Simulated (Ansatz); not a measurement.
C2H7BO⁺, that is BMe2(OH) with one electron fewer, relaxed as a doublet with UKS PBE0-D4/def2-SVP in Ansatz, starting from the PBE0-D4/def2-SVP geometry of the neutral singlet. Force threshold 0.02 eV/Å.

Start:

```xyz
11

B     0.041    0.330   -0.225
C     1.463   -0.114    0.285
H     1.463   -0.339    1.364
H     2.242    0.632    0.075
H     1.751   -1.055   -0.218
C    -1.268   -0.468    0.166
H    -2.183   -0.140   -0.355
H    -1.447   -0.368    1.250
H    -1.140   -1.548   -0.016
O    -0.013    1.432   -1.020
H    -0.910    1.637   -1.307
```

**Question.** Estimate the energy that the relaxation releases and the steps that it takes.

**Answer.** 0.79 eV, in 19 steps; 24 s on 4 threads of Arm Neoverse V2 on a shared host. The force fell under the threshold at step 16, but the optimiser went on. No frequencies were taken in this run, so the end may be a saddle point.

**Question.** Does the start keep its bonding?

**Answer.** By distances, no bond broke or formed. The bond that changes most is B1–O10, from 1.36 to 1.29 Å (atoms count from 1).

**Question.** Predict the relaxed structure.

**Answer.** 
```xyz
11

B     0.003    0.398   -0.289
C     1.404   -0.288    0.215
H     1.387   -1.084    0.963
H     1.887    0.634    0.592
H     1.784   -0.642   -0.762
C    -1.200   -0.492    0.356
H    -1.791   -0.710   -0.554
H    -1.669    0.250    1.029
H    -0.953   -1.411    0.895
O    -0.038    1.444   -1.046
H    -0.814    1.899   -1.399
```
Bond lengths: 2 × B–C 1.63 to 1.64 Å; 1 × B–O 1.29 Å; 6 × C–H 1.09 to 1.11 Å; 1 × H–O 0.97 Å.
